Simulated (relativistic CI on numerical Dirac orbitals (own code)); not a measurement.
## Spin-allowed bands of a d8 ion in a tetrahedral site, by hand

Problem. Take Δ = 3220 cm⁻¹ and B = 870 cm⁻¹ for a d8 ion in a tetrahedral site. Calculate the three spin-allowed bands.

Working.
1. The terms of highest spin are 3F (energy 0) and 3P (15B = 13050 cm⁻¹). Here the F term splits into A2 at +1.2Δ = 3864, T2 at +0.2Δ = 644 and T1 at −0.6Δ = -1932 cm⁻¹.
2. The two T1 states mix through the element 0.4Δ: H = [[-1932, 1288], [1288, 13050]], with roots ½(H₁₁ + H₂₂) ∓ ½√[(H₂₂ − H₁₁)² + 4H₁₂²] = ½(11118) ∓ ½(15202) = -2042 and 13160 cm⁻¹.
3. The ground term is 3T1 at -2042 cm⁻¹.
4. Bands: 3T2 2686 cm⁻¹ (3723 nm), 3A2 5906 cm⁻¹ (1693 nm), 3T1(P) 15202 cm⁻¹ (658 nm).

Check. Exact diagonalisation of the whole d8 shell with these parameters gives 3T2 2686, 3A2 5906, 3T1 15202 cm⁻¹. The match is exact, since without spin-orbit coupling no other term has this spin. The ratio of the second band to the first, 2.199, depends on Δ/B = 3.7 alone, which is how a Tanabe-Sugano diagram is read.
